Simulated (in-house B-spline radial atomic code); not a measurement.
# Ionising Sc2+ with different functionals

Computed with a B-spline radial code for spherical atoms: non-relativistic Hamiltonian, point nucleus, spin-polarised at highest spin, spherical fractional occupations for the functionals, and exact exchange of hybrids averaged over the configuration. The ionisation energy is the difference of two self-consistent energies, [Ar] 3d1 → [Ne] 3s2 3p6, without Breit or QED terms; ε is the level of the shell that loses the electron (its least bound occupied spin orbital).

```json
{"method": "PBE0", "rung": "global hybrid", "ΔSCF (eV)": "25.15", "-ε(3d) (eV)": "20.19"}
{"method": "B3LYP", "rung": "global hybrid", "ΔSCF (eV)": "?", "-ε(3d) (eV)": "?"}
{"method": "TPSSh", "rung": "global hybrid", "ΔSCF (eV)": "24.98", "-ε(3d) (eV)": "18.91"}
{"method": "M06-2X", "rung": "global hybrid", "ΔSCF (eV)": "25.09", "-ε(3d) (eV)": "22.23"}
{"method": "BHandHLYP", "rung": "global hybrid", "ΔSCF (eV)": "25.05", "-ε(3d) (eV)": "21.94"}
{"method": "r2SCAN0", "rung": "global hybrid", "ΔSCF (eV)": "24.76", "-ε(3d) (eV)": "19.94"}
{"method": "B97-1", "rung": "global hybrid", "ΔSCF (eV)": "?", "-ε(3d) (eV)": "?"}
{"method": "HSE06", "rung": "range-separated hybrid", "ΔSCF (eV)": "25.14", "-ε(3d) (eV)": "19.78"}
{"method": "wB97X", "rung": "range-separated hybrid", "ΔSCF (eV)": "24.88", "-ε(3d) (eV)": "22.54"}
{"method": "CAM-B3LYP", "rung": "range-separated hybrid", "ΔSCF (eV)": "25.32", "-ε(3d) (eV)": "21.82"}
{"method": "LC-wPBE", "rung": "range-separated hybrid", "ΔSCF (eV)": "25.29", "-ε(3d) (eV)": "23.20"}
```

Q: What does B97-1 give?

A: ΔSCF 25.05 eV, and -ε(3d) = 19.74 eV.

Q: What does B3LYP give?

A: ΔSCF 25.31 eV, and -ε(3d) = 19.95 eV.

Q: Among the functionals, which spreads more, the ΔSCF values or the orbital energies?

A: The orbital energies: ΔSCF values span about 0.55 eV and the orbital energies 4.29 eV; here energy differences depend much less on the functional than eigenvalues do.

Q: How do they compare with the NIST value?

A: NIST lists 24.757 eV (measured, ground level to ground level). Errors run from +0.00 to +0.56 eV; r2SCAN0 is closest (+0.00 eV), but part of that can be cancellation, since the calculations leave out relativity, Breit-QED terms, multiplet and fine-structure energies.
